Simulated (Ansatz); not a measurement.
A made-up structure of MgSiH₃Br, singlet:

```
6
angstrom
Si 1.2517 -0.7416 0.6553
Mg -0.7549 0.4473 -0.3952
Br 3.0637 -1.8152 1.6042
H -0.6123 0.5677 -2.1050
H -2.2324 -0.3741 -0.0779
H -0.9426 2.0502 0.1998
```

It is relaxed with PBE-D4/def2-SVP and then PBE0-D4/def2-TZVP (Ansatz 0.2.0). Atoms count as bonded within 1.22 times the sum of their covalent radii (H–H: 0.88 Å). The end point is not checked to be a true minimum.

Problem. Does its bonding change? (A judgement: the text doesn't fix the answer.)

Solution. Computed: Yes. Formed: Si1–H4, Si1–H5, Si1–H6; broken: Si1–Mg2, Mg2–H4, Mg2–H5, Mg2–H6.

Where it ends: The first stage lowers the energy by 5.31 eV in 16 steps. It ends as a complex of SiH₃Br ([SiH3][Br]) + Mg:
```
6
angstrom
Si 0.3225 -0.1910 0.1689
Mg -2.4915 1.4756 -1.3049
Br 2.0708 -1.2266 1.0849
H 0.5305 -0.1336 -1.2968
H -0.8989 -0.9647 0.4919
H 0.2397 1.1746 0.7373
```

Labels in which every atom is bracketed show which atoms are joined, not bond orders.

For scale, one of the runs: PBE0-D4/def2-TZVP relaxation, 135 basis functions, launched by `ansatz run in.yaml --threads 2 --pin off --events-out ev --progress --plain --max-ram 4352MiB`. Hardware: 2 CPU threads of an Arm Neoverse V2, shared host. Wall time about 22 s.
